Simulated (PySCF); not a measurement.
A geometry optimisation on `O=C[Si@@H]1C[C@H]1Cl`.

Method: PBE0-D3(BJ)/def2-SVP geometry optimisation, gas phase (PySCF 2.14.0). Start geometry: GFN2-xTB. The input is one job of a driver script: a line of settings, then coordinates in Å.

Command:
```bash
OMP_NUM_THREADS=1 python probes_run.py task.json out
```

Input:
```
{"job": {"xc": "PBE0", "basis": "def2-SVP", "d3": "d3bj", "grid": 1, "shake": 0.01, "kind": "geom"}, "charge": 0, "multiplicity": 1}
O      2.269940     0.218080    -1.143200
C      1.917320    -0.652750    -0.405570
Si     0.165760    -0.766320     0.337480
C     -1.130460     0.143150    -0.625180
C     -0.659920     0.926660     0.561430
Cl    -1.807430     1.175150     1.883860
H      2.664420    -1.437590    -0.133840
H     -0.105160    -1.846850     1.245450
H     -2.184480    -0.205900    -0.529610
H     -0.946410     0.563620    -1.581530
H     -0.145460     1.856900     0.375040
```

Task: Estimate the output.

Result: 
```
step   0  E = -941.30959688  max force = 0.031974
step   1  E = -941.31373097  max force = 0.007284
step   2  E = -941.31412474  max force = 0.000942
step   3  E = -941.31424916  max force = 0.002010
step   4  E = -941.31427299  max force = 0.001490
step   5  E = -941.31429733  max force = 0.000601
step   6  E = -941.31430071  max force = 0.000273
optimisation converged
```

Energies in Eh; «max force» is the largest Cartesian gradient component in Eh/bohr.

Task: How much energy does the optimisation release, in kJ/mol?

Result: E(step 0) − E(last step) = 0.004704 Eh, which is 12.3 kJ/mol.

In short: final energy -941.31430 Eh after 6 steps; dipole 2.03 D.

Task: Give the final coordinates.

Result: 0.089 Å rms from the input after alignment:
```
atom  x, y, z in Å
O1     1.8477    0.6625   -0.9942
C2     1.6524   -0.2966   -0.2874
Si3   -0.1006   -0.5505    0.4290
C4    -1.4406    0.2631   -0.5918
C5    -1.0101    1.0833    0.6079
Cl6   -2.1906    1.3577    1.8884
H7     2.4883   -1.0083   -0.0492
H8    -0.4080   -1.6893    1.3265
H9    -2.4442   -0.1730   -0.5411
H10   -1.1753    0.6660   -1.5762
H11   -0.4336    1.9888    0.3868
```

Task: How long does this job take on an Arm Neoverse V1 with one thread, no GPU, shared host with 32 logical CPUs at a one-minute load of 28? And the peak memory of the process?

Result: About 41 s, with 0.51 GiB resident at the peak, the Python interpreter and its libraries included.
Labels such as C1 count atoms from 1, the log's own numbers from 0.
